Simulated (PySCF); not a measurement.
Gas-phase equilibrium of 1 mol GeCl₄, 12 mol H₂ at 600 K and 0.00133 bar, among 17 species (GeH₄, Ge₂H₆, GeH₃Cl, HCl, GeCl₃, H, H₂, Ge₃H₈, GeHCl₃, GeH₃, GeCl₄, Cl, Cl₂, GeCl₂, GeHCl, GeH₂, GeH₂Cl₂). Only gases are allowed; each row takes one source of thermochemistry for all species, and Cantera finds the minimum.

Energies from PySCF, thermal terms from the rigid-rotor harmonic-oscillator model, ideal gas at 1 bar. † marks an energy on the PBE0/def2-TZVP geometry and frequencies; other levels use their own. MP2 freezes the core. 6-31G* has spherical d functions here. The species in the table below are closed-shell singlets. Ge: all electrons, no relativistic terms. MP2 isn't extrapolated to the basis-set limit. The harmonic model lacks anharmonicity and excited electronic states, which grow with temperature; levels with a mode under 35 cm⁻¹ are left out.

Molecules larger than those listed are left out, and so are free Ge atoms, whose spin-orbit terms are large.

Mole fractions:

```tsv
thermochemistry	x H₂	x HCl	x GeCl₂	x GeCl₄	x GeHCl₃	x GeH₂Cl₂
BLYP/def2-TZVP†	0.79	0.14	0.071	1.2e-7	7.4e-9	2.0e-11
HF/6-31G*	0.79	0.14	0.068	0.0027	0.0013	2.7e-5
MP2/def2-SVP†	0.89	0.033	0.014	0.057	0.0045	4.0e-5
PBE/def2-SVP	0.79	0.14	0.070	0.0017	3.9e-5	5.1e-8
PBE/def2-TZVP†	0.79	0.14	0.071	0.00021	6.2e-6	9.0e-9
ωB97X-V/def2-TZVP†	0.86	0.062	0.030	0.043	0.0019	5.6e-6
```
The most sensitive of these is GeH₂Cl₂: it spans a factor of 10^6.3 over these rows; at this temperature one factor of ten is RT ln 10 = 11 kJ/mol.
